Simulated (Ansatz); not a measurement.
Gas-phase electronic energies from Ansatz, PBE0-D4/def2-TZVP geometries. CBS: MP2 limit from def2 TZ/QZ plus the TZ coupled-cluster correction, frozen cores. Functionals use def2-TZVPP. For Br outer-core shells are correlated without core-valence functions, which leaves a few kJ/mol of doubt a bond. Scalar relativity is left out up to krypton. Each species was taken in one conformer, which may not be the lowest.

`CCCBr` + `CBO` → `CBOCC` + `CBr`  (substitution at a C–C bond)

`CCCBr`:

Cartesian coordinates in Å:
```
C -0.464 0.409 1.148
C 0.567 0.303 0.039
C 0.079 -0.419 -1.194
Br -0.302 -2.304 -0.854
H -0.758 -0.580 1.504
H -0.067 0.969 1.997
H -1.365 0.921 0.800
H 1.475 -0.183 0.407
H 0.864 1.308 -0.287
H -0.853 -0.002 -1.572
H 0.823 -0.421 -1.988
```

`CBO`:

Z-matrix (Å, degrees):
```
C
B 1 1.559
H 1 1.096 2 110.2
H 1 1.092 2 113.4 3 122.1
H 1 1.096 2 110.2 3 -115.8
O 2 1.357 1 119.4 3 -122.1
H 2 1.207 1 121.8 3 57.8
H 6 0.960 2 113.1 1 180.0
```

`CBOCC`:

Z-matrix (Å, degrees):
```
C
B 1 1.561
H 1 1.091 2 113.4
H 1 1.096 2 110.2 3 -122.1
H 1 1.096 2 110.2 3 122.1
O 2 1.347 1 119.7 3 -0.2
H 2 1.208 1 121.9 3 179.8
C 6 1.418 2 122.3 1 179.2
C 8 1.509 6 110.3 2 -113.6
H 8 1.096 6 109.7 2 8.9
H 8 1.094 6 107.2 2 126.1
H 9 1.092 8 110.6 6 -56.8
H 9 1.092 8 110.8 6 63.4
H 9 1.093 8 110.2 6 -176.7
```

`CBr`:

Z-matrix (Å, degrees):
```
C
Br 1 1.933
H 1 1.086 2 108.0
H 1 1.086 2 108.0 3 -120.0
H 1 1.086 2 108.0 3 120.0
```

Problem. Is it downhill or uphill in electronic energy at CCSD(T)/CBS, and by how much? (Estimate.)

Solution. The calculation gave: Uphill: ΔE = +11.5 kcal/mol.

Problem. What do these levels give: PBE-D4, r2SCAN-D4, ωB97M-V, PBE, r2SCAN, PBE0, HF/def2-TZVPP, SCS-MP2/def2-TZVPP, CCSD/def2-TZVPP, HF/def2-QZVPP, SCS-MP2/def2-QZVPP, MP2/CBS(def2)? (Estimate.)

Solution. The calculation gave: PBE-D4 10.3, r2SCAN-D4 10.3, ωB97M-V 10.5, PBE 9.8, r2SCAN 10.3, PBE0 10.3, HF/def2-TZVPP 7.9, SCS-MP2/def2-TZVPP 11.1, CCSD/def2-TZVPP 10.7, HF/def2-QZVPP 7.7, SCS-MP2/def2-QZVPP 11.4, MP2/CBS(def2) 13.3 kcal/mol.

Largest T1 diagnostic among the species: 0.012.

In def2-TZVPP, CCSD(T) changes the Hartree–Fock value by +2.9 kcal/mol (the triples alone add +0.2 kcal/mol) and MP2 by +4.7 kcal/mol. The D4 term adds +0.9 kcal/mol with B3LYP and +0.4 kcal/mol with PBE0; it sums over pairs of atoms, weighted by their polarisabilities, and B3LYP, whose exchange is more repulsive, gets the larger term.

B3LYP here is the variant with VWN-RPA as its local correlation; programs differ in this.
